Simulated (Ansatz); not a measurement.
Cartesian coordinates in Å:
```
N -1.0969 -0.4072 0.2957
Si 0.4599 -1.2069 -0.1370
N 1.3578 0.1806 -0.3793
In -0.0417 1.7235 0.0310
H -1.8616 -0.5726 -0.3469
H -1.4338 -0.5937 1.2321
H 0.8168 -2.0991 1.0063
H 0.1838 -2.0917 -1.3081
H 2.3236 0.2428 -0.6483
H 0.0590 2.3914 1.6168
H -0.7670 2.4329 -1.3624
```

Charge 0, multiplicity 1. In: def2 effective core potential.

(1) List the r2SCAN/def2-TZVPP orbital energies in eV (Ansatz). (Estimate.)

Results:

(1) Ansatz gave: Occupied: -1791.21, -385.95, -383.87, -141.56, -124.78, -96.48, -96.40, -96.38, -81.46, -81.24, -81.21, -23.25, -20.84, -18.77, -18.65, -18.63, -18.55, -18.36, -13.71, -13.26, -11.64, -10.21, -9.68, -8.62, -7.95, -7.14, -7.13, -5.49. Lowest empty: -1.04, 0.15, 0.53, 0.71, 1.53, 1.75, 2.02, 2.24.
